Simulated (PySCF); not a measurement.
C2H5NOSi: core ionisation energies

Compound: C2H5NOSi.
Atom-mapped SMILES: `[CH:1]#[C:2][Si@H:3]([NH2:4])[OH:5]`

The calculation used PySCF, delta-SCF UKS SCAN, pcX-2 on the ionised atom, pcseg-1 elsewhere, spin-free X2C. Vertical ΔSCF values, vacuum level as zero.

Task: What binding energy does each computed site have?

Result: 
| atom(s) | bonded to | level | binding energy (eV) | 2p1/2 (eV) | above the level's lowest (eV) | count |
| --- | --- | --- | --- | --- | --- | --- |
| Si3 | O, N, C and H | Si 2p3/2 | 107.62 | 108.25 | 0.00 | 1 |
| C2 | C (triple bond) and Si | C 1s | 290.10 | – | 0.00 | 1 |
| C1 | C (triple bond) and H | C 1s | 290.38 | – | +0.28 | 1 |
| N4 | 2 H and Si | N 1s | 404.65 | – | 0.00 | 1 |
| O5 | H and Si | O 1s | 538.63 | – | 0.00 | 1 |
| Si3 | O, N, C and H | Si 1s | 1847.71 | – | 0.00 | 1 |

The listed C 1s values span 0.28 eV, from C2 (bonded to C (triple bond) and Si) to C1 (bonded to C (triple bond) and H).

Task: Express the binding energy of C 1s of C1 in atomic units and per mole.

Result: 290.38 eV = 10.6713 Eh = 28017 kJ/mol.

Task: Which photon energy gives electrons from C 1s of C1 a kinetic energy of 50 eV, and what is their de Broglie wavelength?

Result: hν = 290.38 + 50 = 340.38 eV, recoil neglected; λ = 12.264 Å/√(E/eV) = 1.73 Å.

Spin contamination (⟨S²⟩ against 0.75 for a pure doublet) is marked for C 1s of C2 (0.85), which makes this value less certain. The 2p values add to the ΔSCF energy of one spin-free hole a correction within the shell (spin–orbit coupling, ligand field). 2p1/2 minus 2p3/2 (ligand field included): Si 0.63 eV. The structure is a single GFN2-xTB conformer in the gas phase; no vibrational or solvent corrections.

On one thread, Arm Neoverse V2 (aarch64), on a shared host, this took 37 s wall and 0.43 GiB of memory at its peak.

Shape of the structure used: `[CH:1]#[C:2][Si@H:3]([NH2:4])[OH:5]`: H–N4–Si3–C2 -86°, H–N4–Si3–C2 54°, H–O5–Si3–C2 -58°.
